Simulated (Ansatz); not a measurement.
Ideal-gas functions of `[F][Sn]([F])[Br]` radical at 600 K and 1 bar, from an Ansatz frequency run at PBE0-D4/def2-TZVP.

Molar mass 236.61 g/mol, point group Cs (symmetry number 1), electronic degeneracy 2, moments of inertia 110.619, 410.207, 468.826 u Å². Harmonic wavenumbers (cm⁻¹, unscaled): 99, 128, 170, 249, 614, 617.

Use S(trans) = R[1.5 ln M + 2.5 ln T − 1.1517]; rotational temperatures θ = 24.2544 K / I; S(rot) = R[ln(√π/σ · √(T³/θAθBθC)) + 1.5]; for each mode x = 1.438777 ν̃/T, S = R[x/(eˣ − 1) − ln(1 − e⁻ˣ)] and H = RT x/(eˣ − 1); 1 cm⁻¹ = 0.0119627 kJ/mol; R = 8.31446 J/(mol·K).

Q: By hand: the entropy, in J/(mol·K).

A: Translation 191.6. Rotation: θ = 0.2193, 0.0591, 0.0517 K, giving 127.4. Vibration, mode by mode: 20.29, 18.17, 15.83, 12.72, 5.81, 5.78, in all 78.6. Electronic 5.8. Sum 403.4 J/(mol·K).

Q: By hand: H − E and G − E in kJ/mol, counted from the electronic energy.

A: Zero-point energy ½ × 1877 × 0.0119627 = 11.2; thermal vibration 20.7; translation, rotation and pV give 4 RT = 20.0. H − E = 51.9 kJ/mol, and G − E = 51.9 − 600 × 403.4/1000 = -190.1 kJ/mol.

Vibration gives 19 % of the entropy, 38.5 J/(mol·K) of it from the modes under 150 cm⁻¹: soft modes count most, and the harmonic formula is weakest for them.
